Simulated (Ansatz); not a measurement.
Total energies of C9H15NO (relaxed from a model of N-butylpyridinium hydroxide, whose bonding it doesn't keep) from Ansatz at PBE-D4/def2-TZVP, gas phase (1 Eh = 27.2114 eV = 2625.5 kJ/mol). The reference geometry is relaxed at PBE-D4/def2-SVP.

```json
{"state": "charge 0 singlet", "geometry": "reference", "energy (Eh)": "-481.52020"}
{"state": "charge 1 doublet", "geometry": "reference", "energy (Eh)": "-481.25846"}
{"state": "charge -1 doublet", "geometry": "reference", "energy (Eh)": "-481.48427"}
{"state": "charge -1 doublet", "geometry": "relaxed at PBE-D4/def2-SVP", "energy (Eh)": "-481.49193"}
{"state": "free C atom (triplet)", "geometry": "–", "energy (Eh)": "-37.79597"}
{"state": "free N atom (quartet)", "geometry": "–", "energy (Eh)": "-54.53214"}
{"state": "free H atom (doublet)", "geometry": "–", "energy (Eh)": "-0.49962"}
{"state": "free O atom (triplet)", "geometry": "–", "energy (Eh)": "-75.00967"}
```

(1) Work out the vertical ionisation energy to the doublet.

(2) Work out the vertical electron affinity, to the doublet.

(3) Give the fundamental gap IE − EA, the Mulliken electronegativity (IE + EA)/2 and the hardness (IE − EA)/2.

(4) How much does the charge -1 doublet relax, and what is the adiabatic electron affinity?

(5) What is the binding energy per atom against free atoms?

(1) E(charge 1 doublet) − E(charge 0 singlet) = -481.25846 − (-481.52020) = 0.26174 Eh = 7.12 eV. For comparison, −ε of the highest occupied level is 4.48 eV at this level, 2.64 eV less.

(2) E(charge 0 singlet) − E(charge -1 doublet) = -481.52020 − (-481.48427) = -0.03593 Eh = -0.98 eV; negative, so the extra electron isn't bound. The basis lacks diffuse functions, which makes affinities too small.

(3) From the values in Eh: IE − EA = 0.26174 − (-0.03593) = 0.29767 Eh = 8.10 eV; (IE + EA)/2 = 3.07 eV; (IE − EA)/2 = 4.05 eV. The HOMO–LUMO gap of the same run is 3.11 eV, 4.99 eV smaller than the fundamental gap.

(4) Relaxation: -481.48427 − (-481.49193) = 0.00766 Eh = 0.21 eV. Adiabatic electron affinity: -0.02827 Eh = -0.77 eV, without zero-point energy. 

(5) Atoms: 9 × (-37.79597) + 1 × (-54.53214) + 15 × (-0.49962) + 1 × (-75.00967) = -477.19984 Eh. Binding: -477.19984 − (-481.52020) = 4.32036 Eh = 117.56 eV, or 4.52 eV for each of 26 atoms (no zero-point energy, no counterpoise term).

At PBE-D4/def2-TZVP the highest occupied level of the charge -1 doublet lies above zero (up to 3.09 eV). By energy differences it is unbound by 0.98 eV (vertical, against the charge 0 singlet, at PBE-D4/def2-TZVP) and held by the finite basis. At PBE-D4/def2-TZVP the highest occupied level of the relaxed charge -1 doublet lies above zero (up to 2.76 eV). By energy differences it is unbound by 0.77 eV (each at its own geometry, against the charge 0 singlet, at PBE-D4/def2-TZVP) and held by the finite basis.
